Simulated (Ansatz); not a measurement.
## Molecular dynamics of LiH8ClO4

The input (input.yaml):

```yaml
accuracy: low
crystal:
  lattice:
    - [5.473704, 0.0, 0.0]
    - [0.0, 5.473704, 0.0]
    - [0.0, 0.0, 5.473704]
  atoms:
    - { symbol: O, position: [0.17634669, 0.75213023, 0.2239459] }
    - { symbol: H, position: [0.33800617, 0.74783486, 0.13624903] }
    - { symbol: H, position: [0.1091747, 0.58528522, 0.26989579] }
    - { symbol: O, position: [0.66933684, 0.78790638, 1.01367565] }
    - { symbol: H, position: [0.60169981, 0.74754516, 0.85498302] }
    - { symbol: H, position: [0.77447754, 0.65403402, 1.02670566] }
    - { symbol: O, position: [-0.13043305, 0.25751592, 0.35068816] }
    - { symbol: H, position: [-0.26083643, 0.3567536, 0.43058385] }
    - { symbol: H, position: [-0.01913474, 0.21216361, 0.489547] }
    - { symbol: O, position: [0.5149061, 0.58323385, 0.60622799] }
    - { symbol: H, position: [0.37542888, 0.65267783, 0.50490324] }
    - { symbol: H, position: [0.42074731, 0.44119476, 0.69064725] }
    - { symbol: Li, position: [0.94208831, -0.00516301, 0.09757288] }
    - { symbol: Cl, position: [0.18440071, 0.15303435, 0.76915887] }
basis:
  ecutwfc: 250.0
kpoints:
  mp_grid: { grid: [1, 1, 1] }
hamiltonian:
  xc: pbe
  dispersion: d3bj
scf:
  occupations: { method: fermi_dirac, width: 0.05 }
  lower_state_search: "off"
  max_iter: 65
md:
  timestep: 0.5
  n_steps: 200
  ensemble: nve
  temperature: 250.0
  initial_velocities: maxwell_boltzmann
  seed: 788212
  masses: [{ species: H, mass: 2.014 }]
```

Command:

```bash
$ ansatz run input.yaml --threads 1 --pin off --max-ram 3072MiB --backend cpu --events-out ev --progress --plain --runs-dir out
```

It goes on from the last frame of an earlier run, with new velocities.

Output, in part (step lines):

```
md step     0: t =     0.00 fs  T =   250.0 K  F+E_penalty+E_count = -3676.97410396 eV  E_kin = 0.420095 eV  conserved = -3676.55400896 eV  (9 SCF iters)
md step     1: t =     0.50 fs  T =   283.1 K  F+E_penalty+E_count = -3677.03021710 eV  E_kin = 0.475680 eV  conserved = -3676.55453750 eV  (7 SCF iters)
md step     2: t =     1.00 fs  T =   318.9 K  F+E_penalty+E_count = -3677.09105633 eV  E_kin = 0.535915 eV  conserved = -3676.55514139 eV  (7 SCF iters)
md step     3: t =     1.50 fs  T =   352.0 K  F+E_penalty+E_count = -3677.14719598 eV  E_kin = 0.591476 eV  conserved = -3676.55572000 eV  (7 SCF iters)
md step     4: t =     2.00 fs  T =   377.0 K  F+E_penalty+E_count = -3677.18969025 eV  E_kin = 0.633512 eV  conserved = -3676.55617805 eV  (7 SCF iters)
md step     5: t =     2.50 fs  T =   389.9 K  F+E_penalty+E_count = -3677.21161418 eV  E_kin = 0.655183 eV  conserved = -3676.55643128 eV  (4 SCF iters)
md step     6: t =     3.00 fs  T =   388.6 K  F+E_penalty+E_count = -3677.20940907 eV  E_kin = 0.652996 eV  conserved = -3676.55641305 eV  (3 SCF iters)
md step     7: t =     3.50 fs  T =   373.6 K  F+E_penalty+E_count = -3677.18388570 eV  E_kin = 0.627791 eV  conserved = -3676.55609424 eV  (3 SCF iters)
[... lines left out ...]
md step   199: t =    99.50 fs  T =   357.4 K  F+E_penalty+E_count = -3677.15597784 eV  E_kin = 0.600641 eV  conserved = -3676.55533692 eV  (3 SCF iters)
md step   200: t =   100.00 fs  T =   360.5 K  F+E_penalty+E_count = -3677.16119834 eV  E_kin = 0.605821 eV  conserved = -3676.55537698 eV  (7 SCF iters)
```

The steps, from the saved trajectory:

```json
{"time (fs)": "0.0", "T (K)": "250", "potential energy less start (eV)": "0.000", "conserved less start (meV/atom)": "0.00"}
{"time (fs)": "3.0", "T (K)": "389", "potential energy less start (eV)": "-0.235", "conserved less start (meV/atom)": "-0.17"}
{"time (fs)": "6.0", "T (K)": "262", "potential energy less start (eV)": "-0.020", "conserved less start (meV/atom)": "0.03"}
{"time (fs)": "9.0", "T (K)": "328", "potential energy less start (eV)": "-0.133", "conserved less start (meV/atom)": "-0.16"}
{"time (fs)": "12.0", "T (K)": "186", "potential energy less start (eV)": "0.107", "conserved less start (meV/atom)": "0.02"}
{"time (fs)": "15.0", "T (K)": "259", "potential energy less start (eV)": "-0.016", "conserved less start (meV/atom)": "-0.10"}
{"time (fs)": "18.0", "T (K)": "260", "potential energy less start (eV)": "-0.018", "conserved less start (meV/atom)": "-0.05"}
{"time (fs)": "21.0", "T (K)": "279", "potential energy less start (eV)": "-0.050", "conserved less start (meV/atom)": "-0.08"}
{"time (fs)": "24.0", "T (K)": "281", "potential energy less start (eV)": "-0.053", "conserved less start (meV/atom)": "-0.07"}
{"time (fs)": "27.0", "T (K)": "261", "potential energy less start (eV)": "-0.019", "conserved less start (meV/atom)": "-0.02"}
{"time (fs)": "30.0", "T (K)": "367", "potential energy less start (eV)": "-0.198", "conserved less start (meV/atom)": "-0.12"}
{"time (fs)": "33.0", "T (K)": "332", "potential energy less start (eV)": "-0.139", "conserved less start (meV/atom)": "-0.04"}
{"time (fs)": "36.0", "T (K)": "343", "potential energy less start (eV)": "-0.158", "conserved less start (meV/atom)": "-0.08"}
{"time (fs)": "39.0", "T (K)": "315", "potential energy less start (eV)": "-0.110", "conserved less start (meV/atom)": "-0.05"}
{"time (fs)": "42.0", "T (K)": "340", "potential energy less start (eV)": "-0.152", "conserved less start (meV/atom)": "-0.05"}
{"time (fs)": "45.0", "T (K)": "382", "potential energy less start (eV)": "-0.223", "conserved less start (meV/atom)": "-0.06"}
{"time (fs)": "48.0", "T (K)": "380", "potential energy less start (eV)": "-0.220", "conserved less start (meV/atom)": "-0.09"}
{"time (fs)": "51.0", "T (K)": "338", "potential energy less start (eV)": "-0.149", "conserved less start (meV/atom)": "-0.06"}
{"time (fs)": "54.0", "T (K)": "284", "potential energy less start (eV)": "-0.058", "conserved less start (meV/atom)": "-0.04"}
{"time (fs)": "57.0", "T (K)": "286", "potential energy less start (eV)": "-0.062", "conserved less start (meV/atom)": "-0.07"}
{"time (fs)": "60.0", "T (K)": "274", "potential energy less start (eV)": "-0.042", "conserved less start (meV/atom)": "-0.08"}
{"time (fs)": "63.0", "T (K)": "245", "potential energy less start (eV)": "0.007", "conserved less start (meV/atom)": "-0.07"}
{"time (fs)": "66.0", "T (K)": "241", "potential energy less start (eV)": "0.015", "conserved less start (meV/atom)": "-0.06"}
{"time (fs)": "69.0", "T (K)": "252", "potential energy less start (eV)": "-0.004", "conserved less start (meV/atom)": "-0.04"}
{"time (fs)": "72.0", "T (K)": "323", "potential energy less start (eV)": "-0.123", "conserved less start (meV/atom)": "-0.07"}
{"time (fs)": "75.0", "T (K)": "361", "potential energy less start (eV)": "-0.187", "conserved less start (meV/atom)": "-0.06"}
{"time (fs)": "78.0", "T (K)": "345", "potential energy less start (eV)": "-0.161", "conserved less start (meV/atom)": "-0.09"}
{"time (fs)": "81.0", "T (K)": "231", "potential energy less start (eV)": "0.031", "conserved less start (meV/atom)": "-0.01"}
{"time (fs)": "84.0", "T (K)": "256", "potential energy less start (eV)": "-0.011", "conserved less start (meV/atom)": "-0.08"}
{"time (fs)": "87.0", "T (K)": "258", "potential energy less start (eV)": "-0.015", "conserved less start (meV/atom)": "-0.05"}
{"time (fs)": "90.0", "T (K)": "274", "potential energy less start (eV)": "-0.041", "conserved less start (meV/atom)": "-0.04"}
{"time (fs)": "93.0", "T (K)": "326", "potential energy less start (eV)": "-0.128", "conserved less start (meV/atom)": "-0.10"}
{"time (fs)": "96.0", "T (K)": "283", "potential energy less start (eV)": "-0.056", "conserved less start (meV/atom)": "-0.02"}
{"time (fs)": "99.0", "T (K)": "350", "potential energy less start (eV)": "-0.169", "conserved less start (meV/atom)": "-0.09"}
```

The run went to its last step. The conserved energy stayed within 0.17 meV per atom of its start (net change -0.098 meV per atom), so the integration is sound. A run of 0.1 ps of so small a system gives no equilibrium averages. The plane-wave cutoff is below what these datasets need, so energies and pressures aren't converged. Limits of this set-up: coarse k mesh, low accuracy level.

Mean squared displacements from the first frame to the last, about the centre of mass: O 0.14 Å², H 0.14 Å², Li 0.12 Å², Cl 0.02 Å².

Last frame:

```xyz
14
Lattice="5.4737 0.0000 0.0000 0.0000 5.4737 0.0000 0.0000 0.0000 5.4737" Properties=species:S:1:pos:R:3
O 0.936 4.165 1.367
H 1.486 3.881 0.624
H 0.449 3.293 1.562
O 3.709 4.211 5.434
H 3.550 4.186 4.453
H 3.751 3.324 5.710
O -0.488 1.843 1.914
H -1.422 2.047 2.162
H -0.086 1.554 2.792
O 2.699 2.783 3.049
H 2.158 3.429 2.556
H 2.077 2.135 3.532
Li 5.315 0.219 0.717
Cl 0.971 0.815 4.327
```

The run took 91 s on 1 thread of Intel(R) Xeon(R) Platinum 8259CL CPU @ 2.50GHz (Skylake/Cascade Lake), with other jobs on the host, peak memory 0.4 GiB.
